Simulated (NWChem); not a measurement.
System: TaOCl$_{2}$, doublet; SMILES [O]=[Ta]([Cl])[Cl]

```xyz
4

Ta    -0.1095    -0.0011     0.0000
O     -1.8145    -0.0042     0.0000
Cl     0.8183     2.1121     0.0000
Cl     0.8261    -2.1108     0.0000
```
Atoms are numbered in this order, from 1.

Level: PBE0/def2-SVP with def2 effective core potentials on Ta, spin-unrestricted (NWChem), optimised geometry, unscaled harmonic frequencies. In the optimisation the excess spin sits in a' (Cs, its own frame). The spin multiplicity was typed, not searched, and may not be the lowest. def2 effective core potentials on Ta; no spin-orbit coupling.

| frequency (cm⁻¹) | IR intensity (km/mol) |
|---|---|
| 48 | 16.0 |
| 99 | 1.8 |
| 209 | 0.6 |
| 387 | 14.4 |
| 420 | 96.2 |
| 1028 | 149.3 |

| Quantity | Value |
|---|---|
| zero-point energy | 3.1 kcal/mol |
| thermal correction to the enthalpy at 298.15 K (with zero-point energy) | 7.2 kcal/mol |
| heat capacity Cv | 15.0 cal/(mol K) |
| entropy at 298.15 K and 1 atm (symmetry number 2, electronic part: spin degeneracy alone) | 82.9 cal/(mol K) |

Rigid rotor and harmonic oscillator; modes under 100 cm⁻¹ make the entropy uncertain.
